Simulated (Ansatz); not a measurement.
Harmonic frequencies (cm⁻¹) at PBE0-D4/def2-TZVP from Ansatz: 80, 108, 118, 152, 190, 219, 246, 376, 489, 584, 604, 718, 725, 775, 828, 852, 895, 902, 934, 935, 938, 952, 1052, 1180, 1309, 1581, 1633, 2211, 2211, 2212, 2215, 2228, 3100, 3106, 3624, 3721.

Each molecule was computed in one conformer, which needn't be the lowest.

Problem. Which molecule is it?
A. `C[Si]1(N)C[SiH2]1`
B. `C=C[SiH2]N[SiH3]`
C. `N[SiH2]/C=C/[SiH3]`
D. `C=C(N)[SiH2][SiH3]`

Solution. C.
